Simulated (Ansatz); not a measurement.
`[NH2][Al]1[SiH2][S]1` and `NB1[SiH2]S1` differ in one element.

Ansatz, PBE0-D4/def2-TZVP geometries, multiplicity 1. Each molecule was computed in one conformer, which needn't be the lowest.

| property | `[NH2][Al]1[SiH2][S]1` |
| --- | --- |
| HOMO–LUMO gap (PBE/def2-TZVPP) / eV | 3.64 |
| HOMO–LUMO gap (B3LYP/def2-TZVPP) / eV | 4.99 |
| HOMO–LUMO gap (PBE0/def2-TZVPP) / eV | 5.42 |
| zero-point energy (PBE0-D4/def2-TZVP) / kJ/mol | 118.2 |
| HOMO energy (B3LYP/def2-TZVPP) / eV | -6.28 |
| HOMO energy (ωB97M-V/def2-TZVPP) / eV | -8.41 |

(1) Give the same properties after the change, and the shifts. (Best estimate.)

## Answers

(1) Ansatz gave: 
```csv
property,`NB1[SiH2]S1`,shift
HOMO–LUMO gap (PBE/def2-TZVPP) / eV,4.61,0.97
HOMO–LUMO gap (B3LYP/def2-TZVPP) / eV,6.23,1.24
HOMO–LUMO gap (PBE0/def2-TZVPP) / eV,6.58,1.16
zero-point energy (PBE0-D4/def2-TZVP) / kJ/mol,131.2,13.0
HOMO energy (B3LYP/def2-TZVPP) / eV,-6.72,-0.44
HOMO energy (ωB97M-V/def2-TZVPP) / eV,-8.96,-0.55
```

With PBE0 the HOMO falls by 0.45 eV and the LUMO rises by 0.71 eV, so the gap widens by about 1.16 eV. PBE moves the HOMO by -0.37 eV and ωB97M-V by -0.55 eV.

B3LYP here is the variant with VWN-RPA as its local correlation; programs differ in this.
